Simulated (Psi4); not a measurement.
Psi4 input (wB97X-D/6-311+G**):

```
memory 1500 MB

molecule {
0 2
C     1.74854200   -0.02881300   -0.67058700
Si    0.04302900    0.00553600    0.01608800
C    -0.80848000   -1.64529600   -0.16591500
C    -0.98031800    1.36907000   -0.74349800
F     0.17767500    0.31612300    1.59696500
H     1.95454600   -0.21797600   -1.71910500
H     2.63114400    0.13790500   -0.06308600
H    -0.89868400   -1.91716800   -1.22043700
H    -0.24930200   -2.43540200    0.33794300
H    -1.81368700   -1.61164500    0.26045400
H    -0.52184000    2.34542300   -0.57811100
H    -1.07761300    1.22157300   -1.82185200
H    -1.98451000    1.38491700   -0.31371700
symmetry c1
no_reorient
no_com
}

set {
  basis 6-311+G**
  reference uks
  scf_type df
  df_basis_scf def2-universal-jkfit
  dft_radial_points 99
  dft_spherical_points 590
  e_convergence 1e-8
  d_convergence 1e-7
  maxiter 150
}

e = energy('wb97x-d')
print_out(f'\nFINAL {e:.10f} DIPOLE {variable("CURRENT DIPOLE")[0]:.6f} {variable("CURRENT DIPOLE")[1]:.6f} {variable("CURRENT DIPOLE")[2]:.6f}\n')
```

Output:

```
   => Loading Basis Set <=

    Name: 6-311+G**
    Role: ORBITAL
    Keyword: BASIS
    atoms 1, 3-4 entry C          line   129 file 6-311pgss.gbs
    atoms 2      entry SI         line   351 file 6-311pgss.gbs
    atoms 5      entry F          line   192 file 6-311pgss.gbs
    atoms 6-13   entry H          line    42 file 6-311pgss.gbs

   => WB97X-D: Empirical Dispersion <=

    Chai and Head-Gordon Dispersion Correction
    Chai, J.-D.; Head-Gordon, M. (2010), J. Chem. Phys., 132: 6615-6620

        s6 =       1.000000

         ---------------------------------------------------------
                                   SCF
               by Justin Turney, Rob Parrish, Andy Simmonett
                          and Daniel G. A. Smith
                              UKS Reference
         ---------------------------------------------------------

  ==> Geometry <==

    Molecular point group: c1
    Full point group: C1

    Geometry (in Angstrom), charge = 0, multiplicity = 2:

       Center              X                  Y                   Z               Mass
    ------------   -----------------  -----------------  -----------------  -----------------
         C            1.748542000000    -0.028813000000    -0.670587000000    12.000000000000
         SI           0.043029000000     0.005536000000     0.016088000000    27.976926534650
         C           -0.808480000000    -1.645296000000    -0.165915000000    12.000000000000
         C           -0.980318000000     1.369070000000    -0.743498000000    12.000000000000
         F            0.177675000000     0.316123000000     1.596965000000    18.998403162730
         H            1.954546000000    -0.217976000000    -1.719105000000     1.007825032230
         H            2.631144000000     0.137905000000    -0.063086000000     1.007825032230
         H           -0.898684000000    -1.917168000000    -1.220437000000     1.007825032230
         H           -0.249302000000    -2.435402000000     0.337943000000     1.007825032230
         H           -1.813687000000    -1.611645000000     0.260454000000     1.007825032230
         H           -0.521840000000     2.345423000000    -0.578111000000     1.007825032230
         H           -1.077613000000     1.221573000000    -1.821852000000     1.007825032230
         H           -1.984510000000     1.384917000000    -0.313717000000     1.007825032230

  Running in c1 symmetry.

  Rotational constants: A =      0.11538  B =      0.11452  C =      0.10807 [cm^-1]
  Rotational constants: A =   3458.98855  B =   3433.32161  C =   3239.71832 [MHz]
  Nuclear repulsion =  240.073526523767015

  Charge       = 0
  Multiplicity = 2
  Electrons    = 49
  Nalpha       = 25
  Nbeta        = 24

  ==> Algorithm <==
[...]
      25A     -0.027743    26A      0.048941    27A      0.077552
      28A      0.082756    29A      0.086640    30A      0.111029
      31A      0.114751    32A      0.119338    33A      0.124756
      34A      0.131617    35A      0.133344    36A      0.155666
      37A      0.158737    38A      0.160205    39A      0.173699
      40A      0.177299    41A      0.181190    42A      0.181466
      43A      0.212340    44A      0.216893    45A      0.238067
      46A      0.240141    47A      0.258841    48A      0.263233
      49A      0.271334    50A      0.286339    51A      0.309874
      52A      0.339528    53A      0.359988    54A      0.389333
      55A      0.402194    56A      0.403619    57A      0.407978
      58A      0.416256    59A      0.421126    60A      0.471968
      61A      0.494362    62A      0.496733    63A      0.532748
      64A      0.571014    65A      0.578072    66A      0.588197
      67A      0.593558    68A      0.621143    69A      0.673486
      70A      0.704494    71A      0.716237    72A      0.721078
      73A      0.725457    74A      0.725885    75A      0.746225
      76A      0.759866    77A      0.763317    78A      0.808723
      79A      0.821560    80A      0.856712    81A      0.930991
      82A      0.940590    83A      0.952292    84A      0.975844
      85A      0.984346    86A      1.024590    87A      1.146711
      88A      1.164942    89A      1.190892    90A      1.219565
      91A      1.281411    92A      1.398527    93A      1.427837
      94A      1.483295    95A      1.498095    96A      1.524943
      97A      1.530688    98A      1.541025    99A      1.556574
     100A      1.575603   101A      1.585414   102A      1.602563
     103A      1.650801   104A      1.672983   105A      1.678877
     106A      1.689384   107A      1.748768   108A      1.785552
     109A      1.802621   110A      1.827560   111A      1.830279
     112A      1.861035   113A      1.867073   114A      1.910129
     115A      1.964356   116A      2.033968   117A      2.112316
     118A      2.148229   119A      2.184723   120A      2.261243
     121A      2.262669   122A      2.277863   123A      2.314200
     124A      2.331947   125A      2.539198   126A      2.541454
     127A      2.560092   128A      2.580873   129A      2.590272
     130A      2.608574   131A      2.622415   132A      2.624754
     133A      2.649740   134A      2.655585   135A      2.673408
     136A      2.735458   137A      2.738659   138A      2.795463
     139A      2.923775   140A      2.945474   141A      3.004184
     142A      3.239288   143A      3.370663   144A      3.389472
     145A      3.825324   146A      3.840574   147A      3.842780
     148A      3.855194   149A      3.866776   150A      3.901547
     151A      3.903845   152A      3.963323   153A      3.964289
     154A      4.271781   155A      5.852147   156A      6.485428
     157A      6.486846   158A      6.527355   159A     11.611204
     160A     11.613979   161A     11.642539   162A     23.962056
     163A     24.067570   164A     24.086217   165A     66.988013
     166A    141.329659

    Final Occupation by Irrep:
              A
    DOCC [    24 ]
    SOCC [     1 ]
    NA   [    25 ]
    NB   [    24 ]

  @DF-UKS Final Energy:  -508.50947127901219

   => Energetics <=

    Nuclear Repulsion Energy =            240.0735265237670149
    One-Electron Energy =               -1177.2881816070139394
    Two-Electron Energy =                 464.3958895127377104
    DFT Exchange-Correlation Energy =     -35.6856556317513736
    Empirical Dispersion Energy =          -0.0050500767515383
    VV10 Nonlocal Energy =                  0.0000000000000000
    Total Energy =                       -508.5094712790121889

  UHF NO Occupations:
  HONO-2 :   23  A 1.9997035
  HONO-1 :   24  A 1.9988720
  HONO-0 :   25  A 1.0000000
  LUNO+0 :   26  A 0.0011280
  LUNO+1 :   27  A 0.0002965
  LUNO+2 :   28  A 0.0002417
  LUNO+3 :   29  A 0.0001863

Computation Completed

Properties will be evaluated at   0.000000,   0.000000,   0.000000 [a0]

Properties computed using the SCF density matrix

 Multipole Moments:

 ------------------------------------------------------------------------------------
     Multipole            Electronic (a.u.)      Nuclear  (a.u.)        Total (a.u.)
 ------------------------------------------------------------------------------------

 L = 1.  Multiply by 2.5417464519 to convert [e a0] to [Debye]
 Dipole X            :         -0.0870251           -0.0000019           -0.0870270
 Dipole Y            :         -0.1577479            0.0000076           -0.1577403
 Dipole Z            :         -0.7973670            0.0000113           -0.7973556
 Magnitude           :                                                    0.8174544

 ------------------------------------------------------------------------------------

FINAL -508.5094712790 DIPOLE -0.087027 -0.157740 -0.797356

*** Psi4 exiting successfully. Buy a developer a beer!
```

The geometry given is a B3LYP-D3(BJ)/def2-TZVP minimum.
